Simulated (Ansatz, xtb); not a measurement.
# C2H6OSi: 3 structures ranked

3 gas-phase structures of C2H6OSi, from a drawn sample of its isomers (lower ones may exist). Each was relaxed with GFN2-xTB:

A. `O/C=C/[SiH3]`, a singlet
B. `C=C(O)[SiH3]`, a singlet
C. `O/C=C\[SiH3]`, a singlet

Question: Make a reasoned guess at their ranking by r2SCAN-D4/def2-SVP single-point energy.

Answer: Calculated order at r2SCAN-D4/def2-SVP: C (0.0), A (0.1), B (3.1) kcal/mol. Less than 1 kcal/mol parts C and A, so the order within that pair means little.

Energies above the lowest of each column, in kcal/mol; the last columns are at B3LYP-D3(BJ)/def2-SVP geometries:

```csv
structure,GFN2-xTB,HF/STO-3G,r2SCAN-D4/def2-SVP,B3LYP-D3(BJ)/def2-SVP,CCSD(T)/def2-SVP + ΔMP2/def2-TZVPP
C,1.9,0.9,0.0,0.1,0.6
A,1.6,1.3,0.1,0.0,0.0
B,0.0,0.0,3.1,2.5,2.7
```

CCSD(T)/def2-SVP + ΔMP2/def2-TZVPP puts A lowest, with C within 1 kcal/mol; GFN2-xTB picks B, HF/STO-3G picks B. CCSD(T)/def2-SVP + ΔMP2/def2-TZVPP orders those it was run on as A (0.0), C (0.6), B (2.7) kcal/mol. Less than 1 kcal/mol parts A and C, so the order within that pair means little. Flexible structures stand in one conformer each, not always the lowest. ΔMP2 is the change of the MP2 energy from the smaller to the larger basis.

Programs: Ansatz 0.2.0, xtb 6.7.1.
